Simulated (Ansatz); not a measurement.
Consider the cleavage of the Si–Si bond: `O[SiH2][SiH](O)[SiH3]` + H₂S → `O[SiH2][SiH](O)S` + SiH₄.

Calculated with Ansatz (gas phase, PBE0-D4/def2-TZVP geometries, no zero-point term in ΔE). CCSD(T)/CBS adds triple-zeta CCSD(T) − MP2 to the extrapolated MP2 energy (def2 sets, frozen cores). This one scheme is used for every species. Functionals use def2-TZVPP. Each species was taken in one conformer, which may not be the lowest.

Q: Is it downhill or uphill in electronic energy at CCSD(T)/CBS, and by how much? (Estimate.)

A: Ansatz gave: Downhill: ΔE = -18.0 kcal/mol.

Q: What do these levels give: r2SCAN-D4, PBE0-D4, ωB97M-V, r2SCAN, PBE0, MP2/def2-TZVPP, SCS-MP2/def2-TZVPP, CCSD/def2-TZVPP, CCSD(T)/def2-TZVPP, HF/def2-QZVPP, SCS-MP2/def2-QZVPP, MP2/CBS(def2)? (Estimate.)

A: Ansatz gave: r2SCAN-D4 -17.9, PBE0-D4 -16.5, ωB97M-V -18.9, r2SCAN -18.0, PBE0 -16.6, MP2/def2-TZVPP -20.1, SCS-MP2/def2-TZVPP -19.8, CCSD/def2-TZVPP -17.7, CCSD(T)/def2-TZVPP -17.8, HF/def2-QZVPP -20.0, SCS-MP2/def2-QZVPP -19.9, MP2/CBS(def2) -20.3 kcal/mol.

Largest T1 diagnostic among the species: 0.013.
